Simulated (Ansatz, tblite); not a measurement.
Cost and result up the ladder for SeF₂ (3 atoms). Total charge 0; singlet. Geometry: r2SCAN-D4/def2-TZVP.

Cartesian coordinates in Å:
```
Se -0.7625 0.0133 0.1146
F 0.4855 -1.0152 0.7541
F 0.2769 1.0018 -0.8687
```

Ansatz on 4 threads of Arm Neoverse V2 on a shared host; xTB runs through tblite on one thread. Times are rough, summed over both states, and most runs start from the orbitals of an earlier one. PBE0-D4/def2-TZVP serves as the yardstick here, not as an exact answer. The other state is a triplet.

The xTB rows come from tblite.

xTB has no spin-polarisation term.

```json
{"level": "r2SCAN-D4/def2-TZVP", "functions": "110", "vertical triplet (eV)": "2.00", "difference from PBE0-D4/def2-TZVP (eV)": "-0.10"}
{"level": "GFN2-xTB", "functions": "17", "vertical triplet (eV)": "3.29", "difference from PBE0-D4/def2-TZVP (eV)": "1.19"}
{"level": "PBE-D4/def2-TZVP (with forces)", "functions": "110", "vertical triplet (eV)": "2.03", "difference from PBE0-D4/def2-TZVP (eV)": "-0.07"}
{"level": "PBE0-D4/def2-TZVP", "functions": "110", "vertical triplet (eV)": "2.10", "difference from PBE0-D4/def2-TZVP (eV)": "0.00"}
{"level": "GFN1-xTB", "functions": "17", "vertical triplet (eV)": "2.91", "difference from PBE0-D4/def2-TZVP (eV)": "0.81"}
```

**Question.** Estimate how long each takes.

**Answer.** GFN2-xTB 0.003 s; GFN1-xTB 0.004 s; PBE-D4/def2-TZVP (with forces) 1.6 s; PBE0-D4/def2-TZVP 2.3 s; r2SCAN-D4/def2-TZVP 4 s. On shared hardware such times vary by a factor of up to 3.
